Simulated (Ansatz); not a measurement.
Species: C2H7B, charge 0, singlet. C2H7B (ethylborane, SMILES BCC).
B3LYP-D3(BJ)/def2-TZVP minimum from Ansatz (a program for electronic structure):
```xyz
10

B     -0.7392     1.0065     0.7494
H     -1.0347     1.2657     1.8774
H     -1.1526     1.7123    -0.1226
C      0.2122    -0.1822     0.4508
C      0.3703    -0.6365    -1.0022
H     -0.0090    -1.0287     1.1119
H      1.1816     0.1838     0.8390
H      0.6479     0.2000    -1.6465
H     -0.5664    -1.0442    -1.3879
H      1.1338    -1.4097    -1.1101
```
Charge 0, spin multiplicity 1.

Total energies in cc-pVDZ, 18 correlated electrons, 3 frozen orbitals. UHF or UKS for unpaired electrons; spin-orbit terms are left out. Cores are frozen in correlated methods. No relativity.

```tsv
method	program	energy (Eh)	minus CCSDT(Q) (mEh)
HF	Ansatz	-104.48082	438.95
MP2	Ansatz	-104.85762	62.15
CCSD	Ansatz	-104.90726	12.51
CCSD(T)	Ansatz	-104.91833	1.43
CCSDT(Q)	Ansatz	-104.91977	0.00
```

Rough core times of Ansatz's runs on a shared machine: CCSD(T) under 20 s, CCSDT(Q) 20 min.
